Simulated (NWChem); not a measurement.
# CH$_{4}$F$_{2}$OSi; SMILES F[Si](C)(O)F

```xyz
9

C      0.3840    -1.7928     0.0022
Si    -0.0184    -0.0025    -0.0007
O     -1.6410     0.2168    -0.0085
F      0.6390     0.7458    -1.2735
F      0.6270     0.7482     1.2768
H     -0.0349    -2.2813     0.8942
H      1.4735    -1.9440     0.0023
H     -0.0349    -2.2836    -0.8886
H     -1.9831     1.1157    -0.0093
```
Atoms are numbered in this order, from 1.

Program: NWChem. All runs use the structure optimised with PBE0/def2-SVP. GIAO values for the isolated, static molecule; σ is the absolute isotropic shielding, δ = σ(reference) − σ with the isolated reference molecule computed at the same levels (13C: tetramethylsilane, 19F: trichlorofluoromethane, 1H: tetramethylsilane, 17O: water, 29Si: tetramethylsilane).

For level KT2/pcSseg-1:

| Quantity | Result |
|---|---|
| δ Si2 (ppm) | -31.3 |
| δ O3 (ppm) | 61.4 |
| δ F4 (ppm) | -157.4 |
| δ H9 (ppm) | 2.17 |

Q: What are these values for level LDA (Slater exchange, VWN5)/pcSseg-1?

A: 
- δ Si2 (ppm) = -29.5
- δ O3 (ppm) = 75.8
- δ F4 (ppm) = -148.4
- δ H9 (ppm) = 2.42
